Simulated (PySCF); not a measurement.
Cl₂Hf, neutral, multiplicity 3. Atoms are numbered in the order given.

```xyz
3

Hf     0.0000     0.0000    -0.1501
Cl     0.0000    -2.3227     0.3178
Cl     0.0000     2.3227     0.3178
```
Charge 0, spin multiplicity 3.

Geometry optimised at B3LYP-D3(BJ)/def2-TZVP. The spin state was assumed, not searched. The def2 effective core potentials stand for the cores of Hf; spin–orbit coupling is left out.

All values below come from PBE/def2-TZVPD (PySCF).

Task: Estimate the frontier levels, dipole moment and polarisability. (The exact figures need the calculation; the answer reports its results.)

Result: 
| Property | Result |
|---|---|
| α spin, highest occupied and lowest empty level | -4.31 and -3.66 eV |
| β spin, highest occupied and lowest empty level | -8.10 and -3.70 eV |
| dipole moment | 0.85 D |
| quadrupole, principal values (traceless, Buckingham form, about the centre of nuclear charge) | -10.39, 5.10, 5.28 D·Å |
| mean static polarisability | 87.9 bohr³ (13.02 Å³) |
| polarisability, principal values | 80.9, 81.4, 101.4 bohr³ |
| ⟨S²⟩ | 2.005 (pure state 2.00) |
